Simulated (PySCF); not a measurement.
Compound: C6H8O.
Bonds: C1–C2, C2–C3 (double), C3–C4 (double), C4–C5, C5–C6, C5–O7 (double). Hydrogens: H8, H9, H10 on C1; H11 on C2; H12 on C4; H13, H14, H15 on C6.

Torsions of this conformer, `[CH3:1][CH:2]=[C:3]=[CH:4][C:5]([CH3:6])=[O:7]`: C3–C4–C5–C6 2°.

The closed-shell ground state was solved at several levels (PySCF, density fitting, gas phase, non-relativistic). Isolated species at its PBE0-D3(BJ)/def2-SVP geometry (one conformer only).

| level | basis functions | total energy (Eh) | HOMO (eV) | LUMO (eV) | gap (eV) | dipole (D) |
| --- | --- | --- | --- | --- | --- | --- |
| B3LYP/def2-SVPD | 207 | -308.4201 | -6.92 | -1.68 | 5.24 | 4.32 |
| B3LYP/pcJ-1 | 269 | -308.6443 | -6.85 | -1.58 | 5.27 | 4.15 |
| PBE0/pcSseg-1 | 159 | -308.2209 | -7.10 | -1.38 | 5.72 | 4.18 |

(1) Estimate the row for CAM-B3LYP/pcSseg-2, a basis of 364 functions; the other rows only guide the guess.

(2) Over all these levels, which gives the widest orbital gap and which the narrowest?

(3) How far do the dipole and the HOMO energy spread over the levels?

Answers

(1) Total energy -308.5833 Eh, HOMO -8.53 eV, LUMO -0.29 eV, gap 8.24 eV, dipole 4.36 D.

(2) CAM-B3LYP/pcSseg-2 (range-separated hybrid) has the widest, 8.24 eV, and B3LYP/def2-SVPD (global hybrid, 20 % exact exchange) the narrowest, 5.24 eV. Functional and basis both differ between the two, so the spread mixes both effects.

(3) The dipole runs from 4.15 to 4.36 D (mean 4.25 D) and the HOMO from -8.53 to -6.85 eV.
